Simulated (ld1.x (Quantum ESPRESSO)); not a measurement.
# holmium: excitation energies, all-electron against TM

ld1.x (Quantum ESPRESSO) 7.5 input, shortened:

```
&input
   title='Ho', zed=67., rel=1, dft='PBE', iswitch=3,
   config='[Xe] 4f11 5d0 6s2 6p0'
 /
 &inputp
   pseudotype=2, tm=.true., lloc=1,
   nlcc=.false.
 /
4
6S  1  0   2.00   0.00  2.90  2.90  0.0
5D  3  2   0.00   0.00  2.95  2.95  0.0
4F  4  3  11.00   0.00  1.15  1.15  0.0
6P  2  1   0.00   0.00  3.15  3.15  0.0
 &test
   configts(1)='4f11 5d0 6s2 6p0'
 /
```

Energies are relative to the spin-unpolarised reference configuration 4f11 5d0 6s2 6p0; without spin polarisation the order of configurations can differ from experiment.

```csv
valence configuration,charge,ΔE all-electron (eV),error AE − PS (meV)
4f11 5d0 6s1 6p0,+1,6.309,+10
4f11 5d0 6s0 6p0,+2,18.119,+275
4f10 5d0 6s0 6p0,+3,44.081,-1979
4f11 5d1 6s1 6p0,0,2.789,+6.2
4f11 5d0.5 6s1.5 6p0,0,1.385,+0.9
4f11 5d0 6s0 6p2,0,5.637,+88
```

Q: What are ΔE and the potential's error for 4f11 5d1 6s0 6p0?

A: ΔE = 8.649 eV all-electron; the error (AE − PS) is +78 meV.

Levels in the configuration 4f11 5d0 6s1 6p0:

```csv
level,all-electron (eV),pseudo (eV)
4f,-9.650,-9.673
6s,-8.951,-8.893
```

These tests converged, but a pseudo level misses the all-electron one widely, so the file describes the atom poorly there or has found another state: 4f10 5d0 6s0 6p0: 4f by 4.8 eV (a node warning on the way).

Note: ghost state, extra bound levels that the all-electron valence spectrum of the same l lacks: s at -33.9 eV. A true bound ghost makes a file unfit for plane-wave use.
